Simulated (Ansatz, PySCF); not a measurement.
Stretching the C4–H7 bond in C2H6Zn (SMILES C[CH2][ZnH]) (multiplicity 1 held, fragments rigid). Energies count from the point at 1.092 Å.
Geometry at that point (charge 0, multiplicity 1):
```xyz
9

Zn    -0.104     0.148     0.834
H     -0.345     0.864     2.185
C      0.202    -0.760    -0.885
C      0.184     0.151    -2.121
H     -0.555    -1.544    -0.987
H      1.162    -1.283    -0.819
H      0.954     0.925    -2.068
H     -0.775     0.662    -2.237
H      0.360    -0.413    -3.043
```

Restricted levels (R-, RO-) in cc, def2 and unpolarised 6-31G sets keep to the state of the molecule at rest. Active spaces are followed from a long bond inwards. Left out are points that failed, MP2 points in a non-variational dive below the minimum, coupled-cluster points behind a sign of a changed root (a jump of the amplitudes, or a one-step jump against full CI or MRCI), small-basis points behind a change of solution, and semi-empirical points at long bonds. Levels need not reach the same state.

Frozen-core correlation. Rows in LANL2DZ carry no dispersion term and start afresh at each structure. LANL2DZ brings its own core potentials from Na on.

Codes used: Ansatz (Gaussian orbitals); PySCF for LANL2DZ rows. 

Energies in kcal/mol.

```json
[
 {"R (Å)": "0.874", "R-BP86/LANL2DZ": "32.1", "R-r2SCAN/def2-TZVPP": "28.2", "CASSCF(2,2)/def2-TZVPP": "30.5", "SC-NEVPT2 on CASSCF(2,2)/def2-TZVPP": "29.0"},
 {"R (Å)": "0.983", "R-BP86/LANL2DZ": "7.1", "R-r2SCAN/def2-TZVPP": "5.6", "CASSCF(2,2)/def2-TZVPP": "6.6", "SC-NEVPT2 on CASSCF(2,2)/def2-TZVPP": "5.9"},
 {"R (Å)": "1.092", "R-BP86/LANL2DZ": "0.0", "R-r2SCAN/def2-TZVPP": "0.0", "CASSCF(2,2)/def2-TZVPP": "0.0", "SC-NEVPT2 on CASSCF(2,2)/def2-TZVPP": "0.0"},
 {"R (Å)": "1.202", "R-BP86/LANL2DZ": "2.5", "R-r2SCAN/def2-TZVPP": "3.6", "CASSCF(2,2)/def2-TZVPP": "2.6", "SC-NEVPT2 on CASSCF(2,2)/def2-TZVPP": "3.3"},
 {"R (Å)": "1.311", "R-BP86/LANL2DZ": "10.1", "R-r2SCAN/def2-TZVPP": "11.9", "CASSCF(2,2)/def2-TZVPP": "9.9", "SC-NEVPT2 on CASSCF(2,2)/def2-TZVPP": "11.4"},
 {"R (Å)": "1.475", "R-BP86/LANL2DZ": "25.3", "R-r2SCAN/def2-TZVPP": "28.1", "CASSCF(2,2)/def2-TZVPP": "24.5", "SC-NEVPT2 on CASSCF(2,2)/def2-TZVPP": "27.3"},
 {"R (Å)": "1.639", "R-BP86/LANL2DZ": "41.5", "R-r2SCAN/def2-TZVPP": "45.1", "CASSCF(2,2)/def2-TZVPP": "39.6", "SC-NEVPT2 on CASSCF(2,2)/def2-TZVPP": "[?]"},
 {"R (Å)": "1.912", "R-BP86/LANL2DZ": "66.3", "R-r2SCAN/def2-TZVPP": "70.8", "CASSCF(2,2)/def2-TZVPP": "61.6", "SC-NEVPT2 on CASSCF(2,2)/def2-TZVPP": "[?]"},
 {"R (Å)": "2.185", "R-BP86/LANL2DZ": "86.4", "R-r2SCAN/def2-TZVPP": "91.5", "CASSCF(2,2)/def2-TZVPP": "77.6", "SC-NEVPT2 on CASSCF(2,2)/def2-TZVPP": "85.3"},
 {"R (Å)": "2.513", "R-BP86/LANL2DZ": "104.4", "R-r2SCAN/def2-TZVPP": "110.4", "CASSCF(2,2)/def2-TZVPP": "89.4", "SC-NEVPT2 on CASSCF(2,2)/def2-TZVPP": "[?]"},
 {"R (Å)": "2.950", "R-BP86/LANL2DZ": "120.7", "R-r2SCAN/def2-TZVPP": "127.5", "CASSCF(2,2)/def2-TZVPP": "96.4", "SC-NEVPT2 on CASSCF(2,2)/def2-TZVPP": "106.8"},
 {"R (Å)": "3.496", "R-BP86/LANL2DZ": "left out", "R-r2SCAN/def2-TZVPP": "140.1", "CASSCF(2,2)/def2-TZVPP": "99.0", "SC-NEVPT2 on CASSCF(2,2)/def2-TZVPP": "110.0"}
]
```

Question: Complete the blanks.

Answer: 
- 1.912, SC-NEVPT2 on CASSCF(2,2)/def2-TZVPP: 67.7
- 1.639, SC-NEVPT2 on CASSCF(2,2)/def2-TZVPP: 43.7
- 2.513, SC-NEVPT2 on CASSCF(2,2)/def2-TZVPP: 98.6

Doubts at one or more of the structures used: a restricted determinant that unrestricted orbitals would lower (R-r2SCAN/def2-TZVPP).

Ansatz is a first-principles code.
